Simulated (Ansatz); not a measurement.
One change: `[SiH3][N]([SiH3])[InH2]` becomes `BN([SiH3])[SiH3]`.

Ansatz, PBE0-D4/def2-TZVP geometries, multiplicity 1. 

Elements past krypton have def2 core potentials.

```
                             property  `[SiH3][N]([SiH3])[InH2]`
LUMO energy (ωB97M-V/def2-TZVPP) / eV                      -0.31
  HOMO energy (B3LYP/def2-TZVPP) / eV                      -7.24
   LUMO energy (PBE0/def2-TZVPP) / eV                      -1.72
HOMO–LUMO gap (B3LYP/def2-TZVPP) / eV                       5.24
    HOMO energy (PBE/def2-TZVPP) / eV                      -6.24
  LUMO energy (B3LYP/def2-TZVPP) / eV                      -2.00
```

What does the change do to each property? (Best estimate.)

Computed: 
```
                             property  `BN([SiH3])[SiH3]`  shift
LUMO energy (ωB97M-V/def2-TZVPP) / eV                1.14   1.45
  HOMO energy (B3LYP/def2-TZVPP) / eV               -8.22  -0.98
   LUMO energy (PBE0/def2-TZVPP) / eV               -0.69   1.03
HOMO–LUMO gap (B3LYP/def2-TZVPP) / eV                7.32   2.08
    HOMO energy (PBE/def2-TZVPP) / eV               -7.22  -0.98
  LUMO energy (B3LYP/def2-TZVPP) / eV               -0.90   1.10
```

With PBE0 the HOMO falls by 1.00 eV and the LUMO rises by 1.03 eV, so the gap widens by about 2.03 eV. PBE moves the HOMO by -0.98 eV and ωB97M-V by -1.01 eV.

B3LYP here is the variant with VWN-RPA as its local correlation; programs differ in this.
